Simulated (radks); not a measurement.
Coulomb parameter of the 3d shell of neutral titanium in the model configuration [Ar] 3d2.5 4s1.5, as a second difference U = [E(n + 0.25) + E(n - 0.25) - 2 E(n)] / (0.25)^2 with all orbitals relaxed. "Bare": the charge of the atom changes with n. "Screened": the 4s shell takes up the change at fixed total charge, which measures U(3d,3d) + U(4s,4s) - 2 U(3d,4s). Method: scalar-relativistic Kohn-Sham, BLYP, spin-unpolarised, spherical densities, finite nucleus; Fermi nuclear charge, rms radius 3.5921 fm; computed with a radial shooting solver on a logarithmic mesh with Libxc functionals.

case	configuration	E - E(n) (eV)
start	[Ar] 3d2.5 4s1.5	0.000
bare +0.25	[Ar] 3d2.75 4s1.5	-0.450
bare -0.25	[Ar] 3d2.25 4s1.5	0.968
screened +0.25	[Ar] 3d2.75 4s1.25	0.338
screened -0.25	[Ar] 3d2.25 4s1.75	-0.237

U(bare) = 8.283 eV, U(screened by 4s) = 1.625 eV, against the Slater integral F0(3d,3d) = 14.786 eV with frozen orbitals. The step up makes a negative ion, whose loosely bound charge lowers the bare value.
